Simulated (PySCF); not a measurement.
Computed IR spectrum (relative IR intensity) of a molecule H₉Si₄, multiplicity 2. Geometry: r2SCAN-D4/def2-SVP. Other conformers were not sampled. Computed with r2SCAN-D4/def2-SVP run with PySCF. Frequencies are harmonic and unscaled.

Lines under 2 % of the strongest are left out, and lines within 2 cm⁻¹ are merged.

```
ν (cm⁻¹)  relative intensity
--------  ------------------
536                      3.1
843                      100
930                      9.4
933                      9.6
2192                     9.6
2197                      14
2213                      12
2216                     8.2
2223                      27
```

Question: Pick the molecule that these values belong to.
A. [SiH3][Si]([SiH3])[SiH3]
B. [SiH2][SiH]([SiH3])[SiH3]
C. [SiH2][SiH2][SiH2][SiH3]
D. [SiH3][SiH][SiH2][SiH3]

Answer: A, [SiH3][Si]([SiH3])[SiH3]
